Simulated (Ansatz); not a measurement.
Start from `[Cl][Ga]([Br])[Br]` and change one element to get `[Cl][Al]([Br])[Br]`.

Ansatz, PBE0-D4/def2-TZVP geometries, multiplicity 1. 

Scalar relativity is left out up to krypton.

| property | `[Cl][Ga]([Br])[Br]` |
| --- | --- |
| size of the dipole moment (PBE/def2-TZVPP) / D | 0.30 |
| LUMO energy (PBE0/def2-TZVPP) / eV | -2.14 |
| HOMO energy (B3LYP/def2-TZVPP) / eV | -8.55 |
| HOMO energy (PBE/def2-TZVPP) / eV | -7.53 |
| size of the dipole moment (ωB97M-V/def2-TZVPP) / D | 0.26 |
| ideal-gas entropy at 298 K and 1 bar (rigid rotor, harmonic PBE0-D4/def2-TZVP) / J/(mol·K) | 358 |

Question: What does the change do to each property? (Estimate.)

Answer: The calculation gave: 
```json
{"property": "size of the dipole moment (PBE/def2-TZVPP) / D", "`[Cl][Al]([Br])[Br]`": "0.18", "shift": "-0.12"}
{"property": "LUMO energy (PBE0/def2-TZVPP) / eV", "`[Cl][Al]([Br])[Br]`": "-1.46", "shift": "0.68"}
{"property": "HOMO energy (B3LYP/def2-TZVPP) / eV", "`[Cl][Al]([Br])[Br]`": "-8.49", "shift": "0.06"}
{"property": "HOMO energy (PBE/def2-TZVPP) / eV", "`[Cl][Al]([Br])[Br]`": "-7.48", "shift": "0.05"}
{"property": "size of the dipole moment (ωB97M-V/def2-TZVPP) / D", "`[Cl][Al]([Br])[Br]`": "0.11", "shift": "-0.15"}
{"property": "ideal-gas entropy at 298 K and 1 bar (rigid rotor, harmonic PBE0-D4/def2-TZVP) / J/(mol·K)", "`[Cl][Al]([Br])[Br]`": "346", "shift": "-12"}
```

With PBE0 the HOMO rises by 0.06 eV and the LUMO rises by 0.68 eV, so the gap widens by about 0.62 eV. PBE moves the HOMO by 0.05 eV and ωB97M-V by 0.07 eV. Dipoles are sizes alone; their direction can turn.

B3LYP here is the variant with VWN-RPA as its local correlation; programs differ in this.

Spin–orbit coupling is left out; it splits and shifts lone-pair levels of the heavy atoms by tenths of an eV.
